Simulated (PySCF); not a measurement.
Löwdin shares of the frontier orbitals

CH5F2NSi.
Cartesian coordinates in Å at the GFN2-xTB level; atoms count from 1:
```xyz
10
CH5F2NSi angstrom
N     -1.4779   -0.5343    0.3628
Si    -0.3815    0.7233   -0.0336
C      1.3113   -0.2089   -0.0424
F      1.3069   -1.2135   -0.9700
F      2.3272    0.6245   -0.4035
H     -2.4567   -0.3288    0.4784
H     -1.3614   -1.4469   -0.0515
H     -0.4997    1.3757   -1.3402
H     -0.3624    1.6820    1.0660
H      1.6031   -0.6685    0.9114
```

Method used: PySCF 2.14.0, density-fitted response routines, TDDFT PBE0/def2-SVPD, vertical, gas phase, core orbitals frozen in the response.

Kohn–Sham orbitals with the atoms that hold most of them (Löwdin shares over 4%, at most four atoms; ? is withheld):

```tsv
orbital	ε (eV)	atoms
LUMO+2	1.23	Si2 40%, H8 18%, H9 8%, F5 8%
LUMO+1	0.68	Si2 35%, C3 17%, H9 10%, H8 9%
LUMO	?	?
HOMO	-7.86	?
HOMO-1	-8.62	C3 25%, F5 18%, F4 17%, Si2 17%
HOMO-2	-10.34	Si2 36%, H9 27%, H8 13%, N1 13%
HOMO-3	-11.40	F5 56%, F4 15%, C3 14%, H10 7%
```

**Question.** Which atoms hold the LUMO, and with what shares?

**Answer.** Si2 (bonded to C, N and 2 H) 32%; N1 (bonded to Si and 2 H) 13%; H6 (bonded to N) 11%; H9 (bonded to Si) 10%. By element: silicon 32%, hydrogen 21% or more, nitrogen 13%.

**Question.** Give the leading atoms of the HOMO.

**Answer.** N1 (bonded to Si and 2 H) 59%; Si2 (bonded to C, N and 2 H) 14%; H8 (bonded to Si) 9%; H6 (bonded to N) 6%. By element: nitrogen 59%, silicon 14%, hydrogen 14% or more.

**Question.** What is the LUMO energy, and the HOMO–LUMO gap?

**Answer.** ε(LUMO) = -0.05 eV; the gap is 7.80 eV (0.2868 hartree).

**Question.** The HOMO–LUMO gap is 7.80 eV. Where does the response calculation put the lowest singlet, and from which orbitals?

**Answer.** S1 is at 6.35 eV (f = 0.018), 1.46 eV below the gap, made of HOMO→LUMO (99%). 

**Question.** One configuration dominates each of S1, S2 and S3. Which, and how do the shares of the two leading atoms of either orbital change from the occupied to the empty one?

**Answer.** 
- S1 (6.35 eV, f 0.018), HOMO→LUMO (99%): N1 59% → 13%, Si2 14% → 32%
- S2 (7.20 eV, f 0.0059), HOMO→LUMO+1 (94%): N1 59% → at most 9%, Si2 14% → 35%, C3 at most 6% → 17%
- S3 (7.33 eV, f 0.029), HOMO-1→LUMO (94%): C3 25% → at most 11%, F5 18% → at most 11%, Si2 17% → 32%, N1 at most 18% → 13%

One conformer stands for the species.
